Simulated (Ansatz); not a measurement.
Stepwise reaction of `C[O][In]([CH3])[O]C` with hydrogen, as a gas-phase model of exchange steps in deposition or etching. ΔE in kJ/mol.

Program: Ansatz. Geometries: PBE0-D4/def2-TZVP. ΔE: electronic, gas phase. CCSD(T)/CBS is the MP2 limit (def2-TZVPP, def2-QZVPP) plus CCSD(T) − MP2 in def2-TZVPP, frozen cores. This one scheme is used for every species. DFT in def2-TZVPP. B3LYP here is the variant with VWN-RPA as its local correlation; programs differ in this. def2 core potentials past Kr. For In outer-core shells are correlated without core-valence functions, which leaves a few kJ/mol of doubt a bond. Each species was taken in one conformer, which may not be the lowest.

```json
{"step": "1", "reaction": "`C[O][In]([CH3])[O]C` + H₂ → `C[O][InH][CH3]` + CH₃OH", "PBE-D4": "7.0", "B3LYP-D4": "8.3", "ωB97M-V": "1.5", "CCSD(T)/CBS": "13.5"}
```

(1) Give the row of step 2, `C[O][InH][CH3]` + H₂ → `[CH3][InH2]` + CH₃OH. (Estimate.)

(2) By hand: ΔE of the 2 steps together at CCSD(T)/CBS.

Answers

(1) Computed: 
```csv
step,reaction,PBE-D4,B3LYP-D4,ωB97M-V,CCSD(T)/CBS
2,`C[O][InH][CH3]` + H₂ → `[CH3][InH2]` + CH₃OH,26.1,24.3,17.2,29.5
```

(2) (13.5) + (29.5) = 43.0 kJ/mol, or 21.5 kJ/mol a step.

In ΔE each step is higher than the one before. All are uphill at CCSD(T)/CBS. PBE-D4 differs from CCSD(T)/CBS by -6.5 to -3.4 kJ/mol a step. Isolated molecules leave out the surface, adducts and barriers. Largest T1 diagnostic: 0.015.
